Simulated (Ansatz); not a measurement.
```yaml
atoms:
  - { symbol: H, position_ang: [0.0009, 0.0003, -1.5532] }
  - { symbol: C, position_ang: [0.0003, 0.0003, -0.4758] }
  - { symbol: C, position_ang: [0.0003, 0.0001, 0.7345] }
```

Basis set: 6-31G* (spherical functions). Frozen core: 2 orbitals. Charge 0, multiplicity 2.

Computed with Ansatz (development build ahead of 0.2.0); each method stands on the lowest determinant of its kind that the runs found.

**Question.** Give the atomization energy at this shape (free ground-state atoms in the same class of orbitals less the molecule, no zero-point energy) of doublet C2H by UHF-MP2, UHF.

**Answer.**

```csv
method,atomization energy
UHF-MP2,10.29 eV
UHF,7.89 eV
```

Caution: the unrestricted determinant is spin contaminated.
